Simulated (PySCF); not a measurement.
Te(Br)(OSiH3) (BrH₃OSiTe), SMILES [SiH3]O[Te]Br.

The structure is a stationary point at B3LYP-D3(BJ)/def2-SVP. This is a generated structure with no PubChem entry under its InChIKey; it may be hypothetical. The def2 effective core potentials stand for the cores of Te; spin–orbit coupling is left out. Other conformers were not sampled.

Two levels are set side by side: TDDFT-PBE/def2-SVPD (PySCF) and TDDFT-M06-2X/def2-SVPD (PySCF). Vertical, same geometry. The lowest singlet is HOMO→LUMO 100 % with PBE and HOMO→LUMO 98 % with the other functional; states are paired by order. Differences are taken from unrounded values.

```tsv
quantity	TDDFT-M06-2X
lowest singlet excitation (eV)	2.19
lowest triplet excitation (TDA) (eV)	1.60
```

What does TDDFT-PBE give, and how far is it from TDDFT-M06-2X? (An estimate is asked for; the answer gives what the named calculation found.)


| quantity | TDDFT-PBE | TDDFT-PBE minus TDDFT-M06-2X |
|---|---|---|
| lowest singlet excitation (eV) | 1.99 | -0.20 |
| lowest triplet excitation (TDA) (eV) | 1.40 | -0.19 |

Functionals without exact exchange tend to place singlet excitations lower, as here. Differences between two approximate levels are no errors against the true value.

Rough cost on one machine, each run with all the roots and properties that it gave: TDDFT-M06-2X against TDDFT-PBE about 10 times.
